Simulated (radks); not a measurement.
Results of a calculation; reference values are marked as such.
Hg+, 79 electrons, occupied as [Xe] 4f14 5d10 6s0.75 6p0.25 (fractional occupations, a model configuration). Level of theory: scalar-relativistic Kohn-Sham, PBE, spin-polarised, spherical densities, finite nucleus; open shells are filled with parallel spins first (spin-orbit coupling, left out, can overturn this in heavy ions); Fermi nuclear charge, rms radius 5.4648 fm (a radial shooting solver on a logarithmic mesh with Libxc functionals).

Unscreened Slater integrals over Kohn-Sham orbitals (hartree). They are taken over the spin-up orbitals.

\begin{tabular}{lr}
integral & value \\ \hline
F0(6p,6p) & 0.26410 \\
F2(6p,6p) & 0.14126 \\
F0(6p,6s) & 0.29950 \\
G1(6p,6s) & 0.17675 \\
F0(6p,5d) & 0.32922 \\
F2(6p,5d) & 0.098409 \\
G1(6p,5d) & 0.046097 \\
G3(6p,5d) & 0.035867 \\
F0(6p,5p) & 0.33913 \\
F2(6p,5p) & 0.066457 \\
G0(6p,5p) & 0.010769 \\
G2(6p,5p) & 0.014322 \\
F0(6s,6s) & 0.36086 \\
F0(6s,5d) & 0.42741 \\
G2(6s,5d) & 0.10135 \\
F0(6s,5p) & 0.44996 \\
G1(6s,5p) & 0.031785 \\
F0(5d,5d) & 0.61584 \\
F2(5d,5d) & 0.31572 \\
F4(5d,5d) & 0.20802 \\
F0(5d,5p) & 0.70893 \\
F2(5d,5p) & 0.34672 \\
G1(5d,5p) & 0.41563 \\
G3(5d,5p) & 0.25677 \\
F0(5p,5p) & 0.86486 \\
F2(5p,5p) & 0.46566 \\
\end{tabular}

Derived for the open shells (J is the average intra-shell exchange parameter used in DFT+U). 6p: J = F2/5 = 0.02825 hartree.
